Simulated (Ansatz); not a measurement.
One change: `CC(O)N[SiH3]` becomes `CC(O)O`.

Ansatz, PBE0-D4/def2-TZVP geometries, multiplicity 1. Each molecule was computed in one conformer, which needn't be the lowest.

| property | `CC(O)N[SiH3]` |
| --- | --- |
| HOMO–LUMO gap (PBE/def2-TZVPP) / eV | 5.21 |
| LUMO energy (B3LYP/def2-TZVPP) / eV | 0.04 |
| HOMO–LUMO gap (PBE0/def2-TZVPP) / eV | 7.46 |
| HOMO–LUMO gap (ωB97M-V/def2-TZVPP) / eV | 11.37 |
| size of the dipole moment (ωB97M-V/def2-TZVPP) / D | 0.69 |
| size of the dipole moment (PBE/def2-TZVPP) / D | 0.61 |

Task: Give the same properties after the change, and the shifts. (An estimate is asked.)

Result: Computed: 
```tsv
property	`CC(O)O`	shift
HOMO–LUMO gap (PBE/def2-TZVPP) / eV	6.64	1.43
LUMO energy (B3LYP/def2-TZVPP) / eV	0.69	0.65
HOMO–LUMO gap (PBE0/def2-TZVPP) / eV	9.22	1.76
HOMO–LUMO gap (ωB97M-V/def2-TZVPP) / eV	13.10	1.73
size of the dipole moment (ωB97M-V/def2-TZVPP) / D	0.20	-0.49
size of the dipole moment (PBE/def2-TZVPP) / D	0.19	-0.42
```

With PBE0 the HOMO falls by 0.97 eV and the LUMO rises by 0.80 eV, so the gap widens by about 1.77 eV. PBE moves the HOMO by -0.66 eV and ωB97M-V by -1.10 eV. Dipoles are sizes alone; their direction can turn.

B3LYP here is the variant with VWN-RPA as its local correlation; programs differ in this.
